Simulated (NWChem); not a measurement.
CH$_{5}$O cation; SMILES [OH2+]C

Results from NWChem. Pople sets run with spherical d functions. Geometry: optimised at PBE0/def2-SVP. Vertical excitations in the gas phase; the lowest state need not have the same character in each row.

**Question.** Among these, which level gives the lowest value of “lowest excitation, singlet (eV)”?
A. B3LYP/6-31+G*, full TDDFT
B. PBE0/6-31+G*, full TDDFT
C. PBE/6-31+G*, full TDDFT
D. CAM-B3LYP/6-31+G*, full TDDFT

**Answer.** C, PBE/6-31+G*, full TDDFT. Values: PBE/6-31+G*, full TDDFT 8.31; B3LYP/6-31+G*, full TDDFT 8.84; CAM-B3LYP/6-31+G*, full TDDFT 9.12; PBE0/6-31+G*, full TDDFT 9.13
